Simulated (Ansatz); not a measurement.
Two structures of SiN2H5Br, closed shell, reached by relaxing down either side of one saddle point (PBE0-D4/def2-TZVP). Energies are electronic, without zero-point energy. Program: Ansatz 0.2.0. Basis: def2-TZVPP and def2-QZVPP. Cores are frozen in the correlated methods. Filled d shells of the heavier atoms are correlated. The def2 sets are not built for correlating such inner shells, so the correlated values are less sure here. Extrapolation: Hartree–Fock as exp(−7.88 √X), correlation as X^−2.97. First:

Si1  (0.757, 0.303, -0.875)
Br2  (-0.071, -1.769, -1.658)
H3  (-0.271, -0.939, 1.138)
N4  (0.646, -0.517, 1.009)
N5  (-0.754, 1.149, -0.669)
H6  (0.779, 0.208, 1.707)
H7  (1.348, -1.239, 1.136)
H8  (-0.782, 2.102, -0.997)
H9  (-1.652, 0.702, -0.793)
(Å)

Second:

Si1  (0.782, 1.379, 0.249)
Br2  (-1.303, -1.979, -0.808)
H3  (0.019, -1.067, 0.283)
N4  (0.702, -0.426, 0.880)
N5  (-0.460, 1.184, -0.853)
H6  (0.361, -0.464, 1.839)
H7  (1.621, -0.865, 0.889)
H8  (-0.772, 1.945, -1.439)
H9  (-0.949, 0.292, -1.040)
(Å)

(1) Which bonds change from the first to the second?

(2) Give the saddle point's structure and its height above each. (Judge from chemistry; the value comes from the calculation.)

The search had been set up for a 1,1-elimination (forming Br2–H3, breaking Si1–Br2, Si1–H3); from that guess it ended on this step instead.

The T1 diagnostic stays at or below 0.013.

## Answers

(1) SiN₂H₅Br ([NH2][Si]([NH3])[Br]) → SiN₂H₅ ([NH2][Si][NH3]) + Br; bonds broken: Si1–Br2.

(2) The calculation gives: 96.1 kJ/mol above the first and 10.8 kJ/mol above the second (CCSD(T) at an estimated basis limit (MP2 extrapolated from triple and quadruple zeta, plus CCSD(T) − MP2 in triple zeta)).
```
9
angstrom
Si 1.0659 0.8524 -0.4436
Br -0.7765 -2.1710 -1.0863
H 0.1177 -1.2349 0.2595
N 0.6816 -0.4456 0.8645
N -0.5480 1.3066 -0.6551
H 0.0663 -0.1287 1.6095
H 1.5026 -0.8760 1.2777
H -0.7807 2.0169 -1.3330
H -1.3291 0.6803 -0.4933
```

Labels in which every atom is bracketed show which atoms are joined, not bond orders.

For scale, one of the runs: CCSD(T)/def2-TZVPP, 222 basis functions, launched by `ansatz run in.yaml --threads 4 --pin off --events-out ev --progress --plain --max-ram 9574MiB`. The run took 2.5 min on 4 CPU threads of an Arm Neoverse V1 (shared host), with 3.5 GiB of host memory at its peak.
